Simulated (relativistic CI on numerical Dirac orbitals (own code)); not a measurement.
## Re4+: O2,3 absorption edge

Computed with this model: Dirac-Coulomb-Breit CI, KLI orbitals optimised for each configuration, model QED, valence Slater integrals scaled by 0.7, multiplet model of core-to-valence dipole absorption; configurations [Xe] 4f14 5d3 → [Kr] 4d10 4f14 5s2 5p5 5d4; 10 K; Lorentzian 0.6 eV and Gaussian 0.3 eV FWHM. Energies are those of the free ion, without screening or charge transfer. The branching ratio is the share of the lower-energy edge in the whole absorption, uncertain by about 0.02 where the edges overlap. S is read from ⟨S²⟩ = S(S + 1).

Field parameters in Wybourne normalisation: D3d B²₀ = −7Dσ, B⁴₀ = −14Dq − 21Dτ, B⁴₃ = −14√(10/7) Dq; D4h B²₀ = −7Ds, B⁴₀ = 21(Dq − Dt), B⁴₄ = 21√(5/14) Dq; Oh B⁴₀ = 21Dq, B⁴₄ = √(5/14) B⁴₀. The field is a parameter set, without covalency.

Computed curve for free ion, scaled to 100 at the maximum (points under 2 are left out and the grid is thinned):

```csv
Energy (eV),Intensity
41.8,2.1
42.3,2.9
42.8,3.7
43.4,7.1
43.9,7.7
44.4,11.4
44.9,26.2
45.5,86.8
46.0,74.0
46.5,70.3
47.0,55.9
47.6,42.4
48.1,33.3
48.6,25.9
49.1,46.9
49.6,100.0
50.2,60.5
50.7,22.2
51.2,23.0
51.7,18.2
52.3,10.0
52.8,8.3
53.3,4.1
53.8,2.9
54.4,2.8
54.9,3.6
55.4,7.0
55.9,15.9
56.4,13.0
57.0,17.9
57.5,19.0
58.0,26.9
58.5,62.4
59.1,22.1
59.6,11.1
60.1,11.4
60.6,6.9
61.2,4.1
61.7,2.7
63.7,2.1
```

The ground state has S = 1.38, and the centroid lies at 50.30 eV.
